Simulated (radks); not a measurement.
The mean radii <r> (bohr) of the occupied orbitals of an atom or ion are listed with their occupations. All-electron calculation, Dirac Kohn-Sham, PBE, spin-unpolarised, spherical densities, finite nucleus; Fermi nuclear charge, rms radius of each element as measured or else 0.836 A^(1/3) + 0.57 fm. Program: a radial shooting solver on a logarithmic mesh with Libxc functionals.

| orbital | occ. | <r> |
|---|---|---|
| 1s1/2 | 2 | 0.02558 |
| 2s1/2 | 2 | 0.1092 |
| 2p1/2 | 2 | 0.09187 |
| 2p3/2 | 4 | 0.09785 |
| 3s1/2 | 2 | 0.2897 |
| 3p1/2 | 2 | 0.2793 |
| 3p3/2 | 4 | 0.2909 |
| 3d3/2 | 4 | 0.2610 |
| 3d5/2 | 6 | 0.2646 |
| 4s1/2 | 2 | 0.6282 |
| 4p1/2 | 2 | 0.6376 |
| 4p3/2 | 4 | 0.6569 |
| 4d3/2 | 1 | 0.6722 |

Name the element and its charge. Open shells, if any, fill j = l - 1/2 first.

Answer. Z = 56, barium, charge +19: Ba19+ in [Kr] 4d1. The 1s radius gives Z: for a bare nucleus <r> = (2 gamma + 1)/(2Z) with gamma = sqrt(1 - (Z/c)^2), 0.02523 bohr for Z = 56, and screening makes it slightly larger (0.02558 here). The occupations add up to 37, and the charge is Z minus that.
